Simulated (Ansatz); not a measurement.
Ansatz (a program for electronic structure) input (CCSD(T)/def2-SVPD):

Ansatz 0.2 input:
```yaml
crystal:
  periodic: [false, false, false]
  atoms:
    - {symbol: Cd, position_ang: [0.75928621, 0.05687892, -0.07853786]}
    - {symbol: Br, position_ang: [-0.80994822, 1.80832068, -1.40510809]}
    - {symbol: Br, position_ang: [-0.23135859, -1.88632606, 1.51281715]}
basis:
  gaussian:
    orbitals: def2-SVPD
total_charge: -1
magnetization: {spin_polarized: true, initial_magnetization: 1}
correlation: {method: ccsd_t, electrons: outside_noble_gas}
output: {forces: true}
```

End of the output:

```
mean field evaluation 2: about -144524.5944 eV, gradient 8.7e0 eV
mean field evaluation 4: about -144525.4667 eV, gradient 1.6e0 eV
mean field evaluation 8: about -144525.5585 eV, gradient 3.6e-1 eV
mean field evaluation 16: about -144525.5628 eV, gradient 3.7e-5 eV
mean field evaluation 32: about -144522.6685 eV, gradient 3.5e-1 eV
mean field evaluation 64: about -144522.6729 eV, gradient 6.0e-4 eV
mean field -144525.56282479 eV, -5311.2164708659 hartree, gradient 4.5e-6 eV, S^2 0.755104; 1 other end points of the search recorded, 0 dependent functions left out
determinant -144525.56282479 eV, -5311.2164708659 hartree, with singles and doubles -144540.31351474 eV, -5311.7585487234 hartree
determinant -144522.67286573 eV, -5311.1102668297 hartree, with singles and doubles -144537.42147848 eV, -5311.6522683509 hartree
32 core orbitals not correlated
reference -144525.56282479 eV, -5311.2164708659 hartree; 14, 13 occupied and 70, 71 virtual orbitals, 1120 factors
densities: 1.15 GiB planned
second order -14.42426554 eV of doubles, -0.00000000 eV of singles
coupled cluster: 0.80 GiB planned
cycle   1  -14.75184965 eV  change   -1.2e-3 eV  update   9.6e-4
cycle   2  -14.75219693 eV  change   -3.5e-4 eV  update   6.0e-4
cycle   3  -14.75233946 eV  change   -1.4e-4 eV  update   3.0e-4
cycle   4  -14.75227345 eV  change    6.6e-5 eV  update   1.1e-4
cycle   5  -14.75238207 eV  change   -1.1e-4 eV  update   3.1e-5
cycle   6  -14.75243195 eV  change   -5.0e-5 eV  update   1.2e-5
cycle   7  -14.75243554 eV  change   -3.6e-6 eV  update   5.3e-6
cycle   8  -14.75243129 eV  change    4.3e-6 eV  update   2.5e-6
cycle   9  -14.75243055 eV  change    7.4e-7 eV  update   8.6e-7
perturbative correction -0.35673817 eV, -0.0131098861 hartree
the calculation of the forces begins
Total energy: -144540.67199351 eV, -5311.7717225751 hartree
Atom 0 at     0.759286     0.056879    -0.078538 Å, force    -0.037101    -0.002779     0.003838 eV/Å
Atom 1 at    -0.809948     1.808321    -1.405108 Å, force     0.032243    -0.086048     0.067137 eV/Å
Atom 2 at    -0.231359    -1.886326     1.512817 Å, force     0.004857     0.088828    -0.070975 eV/Å
Dipole moment:     0.419158     0.031400    -0.043356 e Å
```

The spin state was set by rule; other spins were not relaxed.
